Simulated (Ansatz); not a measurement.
Total energies of C2H8AlNO (`C[CH2][Al]([NH2])[OH]`).

Cartesian coordinates in Å:
```
C -0.617 1.406 -1.078
C 0.647 0.572 -0.866
Al 0.522 -0.792 0.522
N -0.973 -1.006 1.449
O 1.878 -1.772 0.827
H -0.491 2.154 -1.866
H -0.905 1.943 -0.170
H -1.470 0.782 -1.362
H 1.495 1.225 -0.625
H 0.937 0.079 -1.801
H -1.134 -1.677 2.181
H -1.800 -0.450 1.305
H 1.913 -2.464 1.484
```

The species carries charge 0 and has multiplicity 1. All single points use the PBE0-D4/def2-TZVP geometry. It is one conformer, not always the lowest. Basis def2-TZVPP, the Gaussian-basis code of Ansatz.

RPA on PBE orbitals: Hartree–Fock energy of these orbitals -451.77798 Eh, correlation -1.45079 Eh (frozen core).

| functional | energy without D4 (Eh) | D4 term (kJ/mol) |
| --- | --- | --- |
| LDA (SPW92) | -450.82329 | – |
| PBE | -453.23394 | -22.1 |
| revPBE | -453.51134 | -66.7 |
| BLYP | -453.56081 | -48.0 |
| r2SCAN | -453.49305 | -5.7 |
| B97M-V | -453.54806 | – |
| PBE0 | -453.27680 | -18.8 |
| B3LYP | -453.67084 | -35.3 |
| r2SCANh | -453.48096 | -6.1 |
| r2SCAN0 | -453.46384 | -6.7 |
| HSE06 (plane-wave form) | -453.25923 | -17.5 |
| BHLYP | -453.51977 | -26.8 |
| CAM-B3LYP | -453.55126 | -19.1 |
| LC-ωPBE | -453.43230 | – |
| ωB97X-V | -453.53112 | – |
| ωB97M-V | -453.52855 | – |
| B2PLYP | -453.35489 | – |
| PBE-QIDH | -453.16497 | – |

B3LYP takes the VWN-RPA correlation (the form of Gaussian; ORCA's B3LYP/G). HSE06 is the plane-wave form, built on full-range PBE exchange. The double hybrids freeze the cores in their second-order part.

LC-ωPBE has ω = 0.4 bohr⁻¹.
